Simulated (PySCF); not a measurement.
# Computed structure and properties of [ReO3Cl]−

System: [ReO3Cl]− (doublet); start: displaced along the imaginary mode (Cs). Method: PySCF 2.14.0, UKS r2SCAN, Re def2-SVP with ECP60, O def2-SVP, Cl def2-SVP; non-relativistic Hamiltonian with scalar-relativistic core potentials where named; density fitting; no spin-orbit coupling.

Input of the relaxation:

```python
mol = gto.M(atom='''
Re     0.00000     0.27606    -0.01921
O      1.72437    -0.09460     0.25000
O      0.00000     2.00358    -0.12201
O     -1.72437    -0.09460     0.25000
Cl     0.00000    -2.30579    -0.07017''',
    basis={'Re': 'def2-SVP', 'O': 'def2-SVP', 'Cl': 'def2-SVP'},
    ecp={'Re': 'def2-SVP'},
    charge=-1, spin=1)
mf = dft.UKS(mol, xc='R2SCAN')
mf.grids.atom_grid = (50, 194)
mf = mf.density_fit()  # fitting sets: Re def2-universal-JKFIT, O def2-universal-JKFIT, Cl def2-universal-JKFIT
mf.conv_tol = 1e-08; mf.max_cycle = 55
mf.kernel(dm0)  # dm0: converged density of the start geometry
# quasi-Newton relaxation in Cartesian coordinates to a largest gradient under 0.00045 Eh/bohr, steps kept in the point group
```

Run from Python with OMP_NUM_THREADS=2; the lines above give its settings. Where DIIS fails, smearing, a level shift and second-order steps follow.
It took 60 s on 2 threads of Arm Neoverse V2 (shared host), from the converged density of the start.

Course of the relaxation:

```json
{"step": "0", "energy above end (eV)": "1.8254", "largest force component within the symmetry (eV/Å)": "1.333"}
{"step": "1", "energy above end (eV)": "1.2108", "largest force component within the symmetry (eV/Å)": "1.349"}
{"step": "2", "energy above end (eV)": "0.5553", "largest force component within the symmetry (eV/Å)": "2.291"}
{"step": "3", "energy above end (eV)": "0.4722", "largest force component within the symmetry (eV/Å)": "1.740"}
{"step": "4", "energy above end (eV)": "0.3140", "largest force component within the symmetry (eV/Å)": "1.148"}
{"step": "5", "energy above end (eV)": "0.1615", "largest force component within the symmetry (eV/Å)": "0.640"}
{"step": "6", "energy above end (eV)": "0.0420", "largest force component within the symmetry (eV/Å)": "0.685"}
{"step": "7", "energy above end (eV)": "0.0100", "largest force component within the symmetry (eV/Å)": "0.696"}
{"step": "8", "energy above end (eV)": "0.0027", "largest force component within the symmetry (eV/Å)": "0.320"}
{"step": "9", "energy above end (eV)": "0.0002", "largest force component within the symmetry (eV/Å)": "0.080"}
{"step": "10", "energy above end (eV)": "0.0001", "largest force component within the symmetry (eV/Å)": "0.043"}
{"step": "11", "energy above end (eV)": "0.0000", "largest force component within the symmetry (eV/Å)": "0.008"}
```

Relaxed geometry (Cs):

```xyz
5

Re    0.0000    0.1666    0.0403
O     1.5139    0.0338    0.8931
O     0.0000    1.6822   -0.8065
O    -1.5139    0.0338    0.8931
Cl    0.0000   -2.1318   -0.7314
```

```csv
contact,Å
Re1–O2 (O),1.743
Re1–O3 (O),1.736
Re1–O4 (O),1.743
Re1–Cl5 (Cl),2.424
```

On the finer grid (75, 302):

```
HOMO                                                          : 0.35 eV
LUMO                                                          : 1.89 eV
Dipole about the centre of mass                               : 0.69 D
Spin squared                                                  : 0.754
Set of Mulliken populations of Re1 outside the core potential : s 2.58, p 6.47, d 4.95, f 0.17
D3(BJ) dispersion energy (not in the energies)                : -0.036 eV
```

| atom | Mulliken (e) | Löwdin (e) | spin (e) |
| --- | --- | --- | --- |
| Re1 | 0.82 | -0.13 | 0.74 |
| O2 | -0.46 | -0.24 | 0.09 |
| O3 | -0.47 | -0.25 | 0.02 |
| O4 | -0.46 | -0.24 | 0.09 |
| Cl5 | -0.44 | -0.14 | 0.07 |

The highest filled level lies above zero, as often for anions with such functionals and bases; it isn't the detachment energy.

No frequency check is given here. The steps kept the symmetry Cs of the start, so a lower state may lie off it.

Rigid scan of O along the line from its metal, all other atoms held (where the atom bridges, its other bond changes as well):

```
distance to O2 (Å)  energy (eV)
              1.44        3.669
              1.54        1.337
              1.64        0.277
              1.74        0.000
              1.84        0.193
              1.94        0.655
              2.04        1.256
              2.19        2.240
```

Taking off one Cl (charge -1, singlet; the rest: doublet) in vacuum, both parts rigid, costs 3.79 eV; the small basis without counterpoise inflates it.

Rigid scan of Cl along the line from its metal, all other atoms held (where the atom bridges, its other bond changes as well):

```csv
distance to Cl5 (Å),energy (eV)
2.12,0.673
2.22,0.253
2.32,0.053
2.42,0.000
2.52,0.039
2.62,0.135
2.82,0.411
3.12,0.870
3.52,1.394
4.02,1.829
```

One start shape was tried, so this needn't be the lowest isomer.

Open shells may have lower solutions than the one found.
